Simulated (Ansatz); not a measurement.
CH6GaOSb (`[CH3][Sb]([OH])[GaH2]`). The species carries charge 0 and has multiplicity 1. Sb takes the def2 core potential.

```xyz
10

C    -1.105   -0.956    0.730
Sb   -0.130    0.963    1.048
O    -1.083    1.964   -0.373
Ga    1.933    0.216   -0.422
H    -0.577   -1.733    1.286
H    -1.141   -1.224   -0.326
H    -2.122   -0.871    1.113
H    -0.852    1.657   -1.254
H     3.097   -0.690    0.133
H     1.981    0.673   -1.935
```

Problem. What are the harmonic wavenumbers in cm⁻¹ at PBE0-D4/def2-TZVP (Ansatz, finite differences of forces, unscaled)? (An estimate is asked.)

Solution. The calculation gave: 81, 89, 120, 130, 181, 208, 239, 357, 502, 519, 593, 735, 753, 777, 898, 1223, 1443, 1456, 1912, 1940, 3059, 3157, 3165, 3875.

Problem. Is this a minimum?

Solution. Yes, all 24 modes are real.

Problem. Give the ideal-gas thermochemistry at 298.15 K and 1 bar (rigid rotor, harmonic oscillator; point group C1, symmetry number 1).

Solution. Zero-point energy 164.0 kJ/mol; H(298) − E = 189.3 kJ/mol; entropy 394.5 J/(mol·K), of which translation 176.4, rotation 119.3, vibration 98.7; G(298) − E = 71.6 kJ/mol. Modes under 100 cm⁻¹ are hindered rotations or soft bends, so the harmonic entropy is rough.

Problem. And at 400, 500, 600, 800 and 1000 K?

Solution. 
```tsv
T (K)	H − E (kJ/mol)	S (J/mol/K)	G − E (kJ/mol)
400	202.6	432.9	29.5
500	217.1	465.2	-15.5
600	232.7	493.5	-63.4
800	266.3	541.9	-167.1
1000	302.6	582.3	-279.7
```

Problem. Rotational constants (cm⁻¹)?

Solution. 0.125, 0.04062, 0.0377.
